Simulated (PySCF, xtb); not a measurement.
## Relative energy of two isomers of HOPTe

Structure I is `OP=[Te]`, a singlet and structure II is `O=P[TeH]`, a singlet. Both are isolated molecules in the gas phase, relaxed with PBE-D3(BJ)/def2-SVP; the shapes shown needn't be the lowest conformers.

I (Å):

```xyz
4

O     0.9233    1.2154    0.7147
P    -0.4108    0.5685   -0.0725
Te    0.3989   -0.8065   -1.7377
H     0.5901    1.8031    1.4275
```

II (Å):

```yaml
atoms:
  - { symbol: O, position_ang: [-2.2889, 4.8978, 1.9820] }
  - { symbol: P, position_ang: [-1.8240, 3.4902, 2.2745] }
  - { symbol: Te, position_ang: [0.0660, 2.8705, 0.6706] }
  - { symbol: H, position_ang: [0.1270, 1.3672, 1.4268] }
```

Quicker runs give these differences E(II) − E(I): GFN2-xTB −8.6 kcal/mol; HF/STO-3G +12.8 kcal/mol (at GFN2-xTB geometries); r2SCAN-D4/def2-SVP +8.7 kcal/mol (at GFN2-xTB geometries).

Task: Estimate which is lower in electronic energy at CCSD(T)/def2-TZVP, and by roughly how much.

Result: The CCSD(T)/def2-TZVP calculation puts structure I lower, by 7.0 kcal/mol.

Level by level:

| level | geometry | E(II) − E(I) (kcal/mol) | departure from the last row (kcal/mol) | job, with rough time for the two |
| --- | --- | --- | --- | --- |
| GFN2-xTB | GFN2-xTB | −8.6 | −15.6 | optimisation, 0.52 s |
| HF/STO-3G | GFN2-xTB | +12.8 | +5.8 | single point, 4.1 s |
| r2SCAN-D4/def2-SVP | GFN2-xTB | +8.7 | +1.7 | single point, 20 s |
| PBE-D3(BJ)/def2-SVP | PBE-D3(BJ)/def2-SVP | +6.0 | −1.0 | optimisation, 88 s |
| HF/def2-TZVP | PBE-D3(BJ)/def2-SVP | +6.9 | −0.1 | part of the CCSD(T) run |
| MP2/def2-TZVP | PBE-D3(BJ)/def2-SVP | +8.3 | +1.3 | part of the CCSD(T) run |
| CCSD(T)/def2-TZVP | PBE-D3(BJ)/def2-SVP | +7.0 |  | single point, 4.5 min |

As drawn, II has 1 O=P, 1 P–Te, 1 Te–H in place of 1 O–P, 1 P=Te, 1 O–H.

GFN2-xTB puts the two in the other order. The largest departure from CCSD(T)/def2-TZVP is that of GFN2-xTB, 15.6 kcal/mol.

With thermal terms from frequencies at re-optimised GFN2-xTB minima (ideal gas, soft modes damped towards free rotors, one conformer each, 298.15 K, 1 atm): on the last row, ΔE + ΔZPE = +4.7, ΔH = +4.8, ΔG = +4.6 kcal/mol.

The T1 diagnostic of structure II is large, so the coupled-cluster value is less sure. The correlated steps freeze 10 core orbitals; the filled d shell of Te is correlated, in a basis made for valence electrons. Atoms past krypton carry core potentials in the def2 sets, other sets are all-electron and non-relativistic, and no spin–orbit term is included. Codes used: PySCF 2.14.0, xtb 6.7.1; the last row on 2 threads of Intel(R) Xeon(R) Processor @ 2.50GHz (Skylake/Cascade Lake) on a shared host.
